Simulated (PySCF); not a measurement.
Al(H)(Cl)(OH) (AlClH2O), SMILES [OH][AlH][Cl]. Atoms are numbered in the order given.

```xyz
5

Al    -0.5432     0.5378     0.0000
H     -2.0755     0.8150     0.0000
Cl     0.2019    -1.4300     0.0000
O      0.5277     1.8421     0.0000
H      1.4832     1.7675     0.0000
```

The structure is a stationary point at B3LYP-D3(BJ)/def2-TZVP. One conformer was computed; it need not be the lowest.

Computed with PySCF with TDDFT-M06-2X/def2-SVPD.

Vertical excitations. The molecule is in vacuum. State labels are in the subgroup Cs.

Computed lowest excited states:
```json
[
 {"state": "S1", "symmetry": "A\"", "energy (eV)": "7.06", "λ (nm)": "176", "f": "0.013", "main pairs": "HOMO→LUMO 97 %"},
 {"state": "S2", "symmetry": "A\"", "energy (eV)": "7.58", "λ (nm)": "164", "f": "0.011", "main pairs": "HOMO−2→LUMO 94 %"},
 {"state": "S3", "symmetry": "A'", "energy (eV)": "7.62", "λ (nm)": "163", "f": "0.035", "main pairs": "HOMO→LUMO+1 49 %, HOMO−1→LUMO 24 %, HOMO−2→LUMO+1 13 %"},
 {"state": "S4", "symmetry": "A\"", "energy (eV)": "7.74", "λ (nm)": "160", "f": "0.002", "main pairs": "HOMO−1→LUMO+1 76 %"},
 {"state": "S5", "symmetry": "A'", "energy (eV)": "7.82", "λ (nm)": "158", "f": "0.059", "main pairs": "HOMO−1→LUMO 62 %, HOMO→LUMO+1 24 %"},
 {"state": "S6", "symmetry": "A\"", "energy (eV)": "8.32", "λ (nm)": "149", "f": "0.004", "main pairs": "HOMO−4→LUMO 77 %, HOMO−3→LUMO+1 13 %"},
 {"state": "S7", "symmetry": "A'", "energy (eV)": "8.38", "λ (nm)": "148", "f": "0.179", "main pairs": "HOMO−2→LUMO+1 42 %, HOMO−3→LUMO 15 %, HOMO−4→LUMO+1 14 %, HOMO→LUMO+1 9 %"},
 {"state": "S8", "symmetry": "A\"", "energy (eV)": "8.43", "λ (nm)": "147", "f": "0.164", "main pairs": "HOMO−3→LUMO+1 53 %, HOMO−4→LUMO 16 %"},
 {"state": "S9", "symmetry": "A'", "energy (eV)": "8.54", "λ (nm)": "145", "f": "0.032", "main pairs": "HOMO−3→LUMO 66 %, HOMO−2→LUMO+1 23 %"},
 {"state": "S10", "symmetry": "A'", "energy (eV)": "8.79", "λ (nm)": "141", "f": "0.064", "main pairs": "HOMO−4→LUMO+1 43 %, HOMO→LUMO+3 18 %, HOMO−2→LUMO+3 9 %, HOMO−3→LUMO 8 %"},
 {"state": "T1", "symmetry": "A\"", "energy (eV)": "6.56", "λ (nm)": "189", "f": "0", "main pairs": "HOMO→LUMO 71 %, HOMO−2→LUMO 22 %"},
 {"state": "T2", "symmetry": "A'", "energy (eV)": "7.04", "λ (nm)": "176", "f": "0", "main pairs": "HOMO→LUMO+1 58 %, HOMO→LUMO+2 15 %"},
 {"state": "T3", "symmetry": "A'", "energy (eV)": "7.09", "λ (nm)": "175", "f": "0", "main pairs": "HOMO−1→LUMO 82 %"},
 {"state": "T4", "symmetry": "A\"", "energy (eV)": "7.28", "λ (nm)": "170", "f": "0", "main pairs": "HOMO−2→LUMO 69 %, HOMO→LUMO 22 %"}
]
```
Triplets are in the Tamm–Dancoff approximation, which puts them higher than full response would, so one can lie above its singlet here.
